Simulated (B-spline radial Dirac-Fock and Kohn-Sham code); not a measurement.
Level of theory: the Dirac equation of a negative muon with reduced mass in the field of a spherical finite nucleus, with the Uehling potential to all orders; nuclear polarisation, deformation, hyperfine structure, self-energy, higher-order vacuum polarisation, relativistic recoil and electron screening are left out; an atomic code on a B-spline grid. The nuclear charge is a Fermi distribution (skin thickness 2.3 fm).

Task: A muonic atom of atomic mass 125.90 u emits these computed lines: 2p3/2 → 1s1/2 3631 keV, 3d5/2 → 2p3/2 1061 keV, 4f7/2 → 3d5/2 373.7 keV, 5g9/2 → 4f7/2 172.2 keV. Which element is it, and what rms charge radius was used?

Result: Tellurium (Z = 52, nuclide ¹²⁶Te); the high transitions hardly feel the nucleus and fix Z. The 2p → 1s line lies 2347 keV below the value for a point nucleus without QED, which for this nuclear model gives a radius near 4.73 fm (4.7266 fm was used).
